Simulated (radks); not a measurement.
Isoelectronic series with 2 electrons, each ion in its NIST ground configuration. Calculated with a radial shooting solver on a logarithmic mesh with Libxc functionals: non-relativistic Kohn-Sham, LDA (Slater exchange, Perdew-Wang correlation), spin-unpolarised, spherical densities, point nucleus. Total energies (hartree) and mean radii <r> (bohr):

| ion | configuration | E (hartree) | 1s |
|---|---|---|---|
| He | [He] | -2.83446 | 0.9594 |
| Be2+ | [He] | -13.44391 | 0.4208 |
| C4+ | [He] | -32.03853 | 0.2696 |
| O6+ | [He] | -58.62690 | 0.1983 |
| Ne8+ | [He] | -93.21178 | 0.1568 |
| Mg10+ | [He] | -135.79443 | 0.1297 |
| Si12+ | [He] | -186.37552 | 0.1106 |
| S14+ | [He] | -244.95546 | 0.09638 |
| Ar16+ | [He] | -311.53451 | 0.08540 |
| Ca18+ | [He] | -386.11285 | 0.07667 |
| Ti20+ | [He] | -468.69063 | 0.06956 |
| Cr22+ | [He] | -559.26793 | 0.06366 |
| Fe24+ | [He] | -657.84483 | 0.05868 |
| Ni26+ | [He] | -764.42138 | 0.05442 |
| Zn28+ | [He] | -878.99765 | 0.05074 |
